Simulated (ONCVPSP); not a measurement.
# A failed generation for Pt

Input:

```
# ATOM AND REFERENCE CONFIGURATION
# atsym  z   nc   nv     iexc    psfile
  Pt 78.00   10    4        4      upf
#
#   n    l    f
    1    0    2.00
    2    0    2.00
    2    1    6.00
    3    0    2.00
    3    1    6.00
    3    2   10.00
    4    0    2.00
    4    1    6.00
    4    2   10.00
    4    3   14.00
    5    0    2.00
    5    1    6.00
    5    2    9.00
    6    0    1.00
#
# PSEUDOPOTENTIAL AND OPTIMIZATION
# lmax
    2
#
#   l,   rc,      ep,       ncon, nbas, qcut
    0    1.06    0.00    4    7    8.60
    1    1.30    0.00    4    9    7.40
    2    1.60    0.00    5   10    5.50
#
# LOCAL POTENTIAL
# lloc, lpopt,  rc(5),   dvloc0
    4    4    1.06    0.00
#
# VANDERBILT-KLEINMAN-BYLANDER PROJECTORs
# l, nproj, debl
    0    2    2.60
    1    2    2.80
    2    2    2.90
#
# MODEL CORE CHARGE
# icmod, fcfact, rcfact
    3    5.50    1.25
#
# LOG DERIVATIVE ANALYSIS
# epsh1, epsh2, depsh
   -5.00    5.00    0.04
#
# OUTPUT GRID
# rlmax, drl
    6.00    0.01
#
# TEST CONFIGURATIONS
# ncnf
    4
# nvcnf
#   n    l    f
    4
    5    0    2.00
    5    1    6.00
    5    2    9.00
    6    0    0.00
#
    4
    5    0    2.00
    5    1    6.00
    5    2    8.00
    6    0    0.00
#
    4
    5    0    2.00
    5    1    6.00
    5    2    7.00
    6    0    0.00
#
    5
    5    0    2.00
    5    1    6.00
    5    2    9.00
    6    0    0.00
    6    1    1.00
#
```

```bash
oncvpspr.x < Pt.dat > Pt.out
```

End of the output:

```

Calculating optimized projector #   1

 for l=   0

    Fraction of norm inside rc  0.666751
    Optimizing pswf for qcut=   8.60 a_B^-1,  ecut=  36.95 Ha
    Residual kinetic energy error=  1.17D-03 Ha
 ERROR pspot:  first pseudo wave function has node,          program will stop
 ERROR pspot: try changing psp parameters for this l
```

Task: Why did it fail, and what change makes it run?

Result: The run stopped because the optimised pseudo-wave of the first projector has a node, so the radial equation cannot be inverted for a potential. A run that differs only in the following succeeds: s: rc 1.6; local potential polynomial inside 1.20 bohr (lpopt 4, dvloc0 0 Ha). The answer isn't unique; the calculation gave this one.
